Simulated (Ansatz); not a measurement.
Ansatz (a quantum-chemistry and plane-wave program) input (HSE06/def2-TZVPD):

Ansatz 0.2 input:
```yaml
crystal:
  periodic: [false, false, false]
  atoms:
    - {symbol: C, position_ang: [-1.55364481, 0.18472806, 0.20260344]}
    - {symbol: C, position_ang: [-0.56172745, -0.90153453, 0.47540713]}
    - {symbol: C, position_ang: [0.63354278, -0.01948338, 0.28346519]}
    - {symbol: C, position_ang: [-0.35075671, 1.10833889, -0.15840770]}
    - {symbol: N, position_ang: [1.59255528, -0.45090616, -0.73633612]}
    - {symbol: H, position_ang: [-2.13461923, 0.51483596, 1.07201779]}
    - {symbol: H, position_ang: [-2.26729897, -0.00367737, -0.60641601]}
    - {symbol: H, position_ang: [-0.66023377, -1.95093463, 0.72069776]}
    - {symbol: H, position_ang: [1.12519854, 0.22873018, 1.23999417]}
    - {symbol: H, position_ang: [-0.28278436, 2.04227357, 0.39805782]}
    - {symbol: H, position_ang: [-0.26766294, 1.30853319, -1.22479499]}
    - {symbol: H, position_ang: [1.93548781, -1.38069350, -0.51955801]}
    - {symbol: H, position_ang: [2.39954323, 0.16498167, -0.74405393]}
basis:
  gaussian:
    orbitals: def2-TZVPD
hamiltonian:
  xc: {name: HSE06}
magnetization: {spin_polarized: true, initial_magnetization: 1}
output: {forces: true}
```

End of the output:

```
integrals: 0.21 GiB planned
1283 factors; their error is unknown
integrals: 0.24 GiB planned
199 factors; integrals over basis functions are off by at most 2.6e-7 eV
mean field: 2.38 GiB planned
mean field evaluation 1: about -5749.0220 eV, gradient 5.1e1 eV
mean field evaluation 2: about -5732.2915 eV, gradient 7.7e1 eV
mean field evaluation 4: about -5760.7994 eV, gradient 3.7e0 eV
mean field evaluation 8: about -5760.8594 eV, gradient 1.1e-1 eV
mean field evaluation 16: about -5760.8295 eV, gradient 5.8e-4 eV
mean field -5760.82949077 eV, -211.7065789554 hartree, gradient 4.7e-5 eV, S^2 0.755792; 0 other end points of the search recorded, 0 dependent functions left out
the calculation of the forces begins
reference -5760.82954298 eV, -211.7065808739 hartree; 20, 19 occupied and 237, 238 virtual orbitals, 1283 factors
Total energy: -5760.82954298 eV, -211.7065808739 hartree
Atom 0 at    -1.553645     0.184728     0.202603 Å, force     0.246477     0.029287    -0.013240 eV/Å
Atom 1 at    -0.561727    -0.901535     0.475407 Å, force     0.028138     0.268316    -0.086053 eV/Å
Atom 2 at     0.633543    -0.019483     0.283465 Å, force    -0.033049    -0.015164    -0.225986 eV/Å
Atom 3 at    -0.350757     1.108339    -0.158408 Å, force    -0.048517    -0.346712     0.139604 eV/Å
Atom 4 at     1.592555    -0.450906    -0.736336 Å, force    -0.152379     0.076253     0.162674 eV/Å
Atom 5 at    -2.134619     0.514836     1.072018 Å, force    -0.007228     0.008277     0.028920 eV/Å
Atom 6 at    -2.267299    -0.003677    -0.606416 Å, force    -0.015278    -0.007940    -0.028183 eV/Å
Atom 7 at    -0.660234    -1.950935     0.720698 Å, force    -0.009449    -0.059755     0.017018 eV/Å
Atom 8 at     1.125199     0.228730     1.239994 Å, force     0.006204     0.002866     0.025604 eV/Å
Atom 9 at    -0.282784     2.042274     0.398058 Å, force     0.004618     0.039589     0.023638 eV/Å
Atom 10 at    -0.267663     1.308533    -1.224795 Å, force     0.000733     0.002215    -0.056318 eV/Å
Atom 11 at     1.935488    -1.380694    -0.519558 Å, force    -0.002023     0.027958     0.003733 eV/Å
Atom 12 at     2.399543     0.164982    -0.744054 Å, force    -0.018247    -0.025192     0.008590 eV/Å
Dipole moment:     0.119352     0.020419     0.210998 e Å
```

It need not be the lowest isomer of its formula.
